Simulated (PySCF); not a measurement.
Here is a job for PySCF.
```python
from pyscf import gto, scf, ci

mol = gto.M(
    atom='''
Si   -0.279835   -0.368462    0.505244
H    -0.949016   -1.249640   -0.619775
F     0.540745    0.712012   -0.717071
''',
    basis='def2-tzvp',
    charge=-1,
    spin=1,
    verbose=4,
)

mf = scf.UHF(mol)
mf.kernel()

myci = ci.CISD(mf)
myci.kernel()
print('E(CISD) = %.10f' % myci.e_tot)
mf.analyze()
```

Task: What does this run give for the total energy, nuclear repulsion energy?

Result: 
```json
{
  "total_energy": "-389.4628 Eh",
  "nuclear_repulsion_energy": "43.1389 Eh"
}
```

These values belong to the state on which the SCF converged, which isn't shown to be the lowest.
